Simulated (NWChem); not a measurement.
# CH₅BOS; SMILES SB(O)C

```xyz
9

B     -0.0932    -0.4145    -0.0040
C      1.1538    -1.3853    -0.0009
H      1.0901    -2.1107    -0.8240
H      1.1842    -1.9673     0.9313
H      2.1131    -0.8668    -0.0921
O     -1.3862    -0.8565     0.0001
H     -1.4376    -1.8245    -0.0005
S      0.1718     1.3958    -0.0024
H     -1.1288     1.7608     0.0090
```
Atoms are numbered in this order, from 1.

Results from NWChem. Pople sets run with spherical d functions. Geometry: optimised at B3LYP/6-31G* (spherical d). Atomic charges in e: unrestrained fits to the electrostatic potential beside Mulliken populations; buried atoms are poorly determined by the fit.

For level B3LYP/def2-SVP:

```yaml
ESP B1: 0.47
Mulliken B1: -0.08
ESP C2: -0.23
Mulliken C2: -0.06
ESP O6: -0.63
Mulliken O6: -0.11
ESP S8: -0.38
Mulliken S8: -0.09
```

**Question.** How do the values read with level Hartree-Fock/6-31G* instead?

**Answer.** ESP B1: 0.70
Mulliken B1: 0.59
ESP C2: -0.33
Mulliken C2: -0.75
ESP O6: -0.76
Mulliken O6: -0.73
ESP S8: -0.49
Mulliken S8: -0.25
